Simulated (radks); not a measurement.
Question: The germanium ion Ge3+, configuration [Ar] 3d10 4s1. Method: scalar-relativistic Kohn-Sham, PBE, spin-unpolarised, spherical densities, point nucleus; computed with a radial shooting solver on a logarithmic mesh with Libxc functionals. Some entries of the table are withheld. Estimate them.

orbital  occ.  eigenvalue (eV)  <r> (bohr)  r(max) (bohr)
1s          2        -10995.82     0.04700            (1)
2s          2        -1405.845      0.2100         0.1760
2p          6              (2)      0.1837         0.1412
3s          2        -202.5000      0.6240         0.5424
3p          6        -149.6158      0.6464         0.5432
3d         10         -63.0954      0.7246         0.5034
4s          1         -40.4553       1.849          1.620

Answer: 
(1) 1s r(max) (bohr): 0.03073
(2) 2p eigenvalue (eV): -1232.821
